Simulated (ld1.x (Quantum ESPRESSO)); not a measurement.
platinum (Pt), PAW: configuration errors across variants

Pt (Z = 78), PAW, made with ld1.x (Quantum ESPRESSO) 7.5 (PBE, scalar-relativistic). Core [Kr] 4d10 4f14, reference 5s2 5p6 5d8 6s0 6p0 (charge +2). Waves: 5s (bound): rcut 1.20, rcutus 1.50 bohr; 6s (bound, empty): rcut 1.20, rcutus 1.50 bohr; 5p (bound): rcut 1.60, rcutus 2.25 bohr; 6p (bound, empty): rcut 1.60, rcutus 2.25 bohr; 5d (bound): rcut 1.40, rcutus 1.55 bohr; 5d channel at 1.95 Ry: rcut 1.40, rcutus 1.55 bohr; 5f channel at -0.15 Ry: rcut 2.00, rcutus 2.15 bohr; 5f channel at 2 Ry: rcut 2.00, rcutus 2.15 bohr. Local part: all-electron potential smoothed inside 1.90 bohr (lloc = -1). Core correction: Bessel-smoothed model core inside 1.50 bohr. Augmentation charge: PSQ, inside the norm-conserving radii.

All-electron excitation energies from the reference (eV): (1) 5s2 5p6 5d9 6s1 6p0 -29.160; (2) 5s2 5p6 5d9 6s0 6p0 -19.966; (3) 5s2 5p6 5d7 6s0 6p0 32.217; (4) 5s2 5p6 5d9 6s0 6p1 -24.111; (5) 5s2 5p6 5d9.5 6s0.5 6p0 -29.282; (6) 5s2 5p6 5d6 6s0 6p0 77.869; (7) 5s2 5p6 5d9 6s0.5 6p0 -25.466.

The overlap operator is not positive definite (basis up to 400 Ry) in “base”, “waves 5d (bound): rcut 1.40, rcutus 1.68 bohr; 5d channel at 1.95 Ry: rcut 1.40, rcutus 1.68 bohr”, “wave 5d channel at 1.95 Ry: rcut 1.40, rcutus 1.55 bohr becomes 5d channel at 0.24 Ry: rcut 1.40, rcutus 1.55 bohr”, “core correction Bessel-smoothed model core inside 1.38 bohr”, “augmentation BESSEL, radius 1.10 bohr”, “local potential all-electron potential smoothed inside 1.20 bohr (lloc = -1)”, “waves 5s (bound): rcut 0.98, rcutus 1.04 bohr; 6s (bound): rcut 0.98, rcutus 1.04 bohr”. Such files are unfit for use, however small their errors in these radial tests.

1 further variants failed, have other tests or another functional or relativity, and are left out.

Errors AE − PS in meV (a dash: test not solved or not reliable):

```csv
change,(1),(2),(3),(4),(5),(6),(7),bound ghosts
base,+4.8,+1.3,-11,+8.1,+2.7,-49,+3.5,not determined (overlap not positive)
"waves 5d (bound): rcut 1.40, rcutus 1.68 bohr; 5d channel at 1.95 Ry: rcut 1.40, rcutus 1.68 bohr",–,–,–,–,–,–,–,not determined (overlap not positive)
"wave 5d channel at 1.95 Ry: rcut 1.40, rcutus 1.55 bohr becomes 5d channel at 0.24 Ry: rcut 1.40, rcutus 1.55 bohr",+6.0,+1.4,-11,+8.2,+3.4,-49,+4.1,not determined (overlap not positive)
core correction Bessel-smoothed model core inside 1.38 bohr,+5.3,+1.3,-11,+8.1,+2.8,-49,+3.6,not determined (overlap not positive)
"augmentation BESSEL, radius 1.10 bohr",+6.9,+1.2,-11,+8.7,+3.7,-48,+4.4,not determined (overlap not positive)
local potential all-electron potential smoothed inside 1.20 bohr (lloc = -1),–,–,–,–,–,–,–,not determined (overlap not positive)
"all radii but the core radius scaled by about 1.32 (s 1.98, p 2.98, d 2.06, f 2.84 bohr, rcut 1.58/2.12/1.86/2.64); local potential all-electron potential smoothed inside 2.52 bohr (lloc = -1)",–,–,–,–,–,–,–,none
"waves 5s (bound): rcut 0.98, rcutus 1.04 bohr; 6s (bound): rcut 0.98, rcutus 1.04 bohr",+5.6,+1.3,-11,+8.1,+2.7,-47,+3.7,not determined (overlap not positive)
```

Task: Give the same row for: local potential all-electron potential smoothed inside 2.56 bohr (lloc = -1).

Result: +5.7, +1.5, -10, +1.0, +2.8, -43, +3.9; bound ghosts: none.
